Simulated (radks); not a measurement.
The numbers below are computed, except where a source is named.
All-electron atom: Ir47+ in [Ar] 3d10 4s2 (the NIST ground configuration). Level of theory: Dirac Kohn-Sham, PBE, spin-unpolarised, spherical densities, finite nucleus; Fermi nuclear charge, rms radius 5.4032 fm (a radial shooting solver on a logarithmic mesh with Libxc functionals).

Radial electron density D(r) = 4 pi r^2 rho(r):

r (bohr)  D(r) (e/bohr)
0.002148          28.10
0.002731          38.21
0.003472          50.70
0.004413          65.23
0.00561           80.74
0.007132          95.25
0.009067          106.0
0.01143           110.3
0.01454           107.6
0.01848           100.4
0.02349           96.01
0.02986           102.5
0.03796           120.4
0.04826           137.3
0.06135           135.6
0.07737           116.3
0.09836           102.5
0.125             111.8
0.159             118.6
0.2021            90.18
0.2569            45.12
0.3266            18.67
0.4151            8.520
0.5236            2.812
0.6656           0.3795
0.8461          0.01612
1.076         0.0001636

D(r) has 3 maxima, at r = 0.0117, 0.0536, 0.150 bohr, and minima at 0.0235, 0.0999 bohr, inside which lie 2.05, 11.16 electrons.
